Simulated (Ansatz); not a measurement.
C2H6O2Si2, SMILES `O[SiH](O)C#C[SiH3]` at its PBE0-D4/def2-TZVP geometry, where that method's forces vanish. Charge 0, multiplicity 1.

| atom | x (Å) | y (Å) | z (Å) |
| --- | --- | --- | --- |
| O1 | 0.735 | -2.810 | 0.198 |
| Si2 | 1.127 | -1.529 | -0.739 |
| O3 | 0.679 | -1.672 | -2.304 |
| C4 | 0.317 | -0.042 | -0.033 |
| C5 | -0.238 | 0.934 | 0.432 |
| Si6 | -1.055 | 2.409 | 1.133 |
| H7 | -0.113 | -2.804 | 0.643 |
| H8 | 2.593 | -1.432 | -0.742 |
| H9 | -0.223 | -1.457 | -2.544 |
| H10 | -2.293 | 2.687 | 0.364 |
| H11 | -0.133 | 3.566 | 1.039 |
| H12 | -1.397 | 2.150 | 2.553 |

(1) For each bond, give half the difference of the two atoms' forces along it (eV/Å; positive pushes the atoms apart) under PBE-D4, r2SCAN-D4, B3LYP-D4, ωB97M-V in def2-TZVPP. (An estimate is asked.)

Results:

(1) Ansatz gave: 
```tsv
bond	length (Å)	PBE-D4	r2SCAN-D4	B3LYP-D4	ωB97M-V
O1–Si2	1.635	0.29	0.07	0.14	0.08
O1–H7	0.958	0.33	0.02	-0.02	-0.06
Si2–O3	1.634	0.29	0.07	0.14	0.08
Si2–C4	1.835	-0.71	-0.30	0.00	0.32
Si2–H8	1.469	0.04	-0.02	-0.16	-0.26
O3–H9	0.958	0.33	0.02	-0.02	-0.06
C4–C5	1.215	1.08	0.49	-0.07	-0.47
C5–Si6	1.826	-0.61	-0.29	0.08	0.41
Si6–H10	1.483	0.10	0.00	-0.06	-0.15
Si6–H11	1.483	0.10	0.00	-0.06	-0.15
Si6–H12	1.483	0.10	0.00	-0.06	-0.15
```

B3LYP here is the variant with VWN-RPA as its local correlation; programs differ in this.
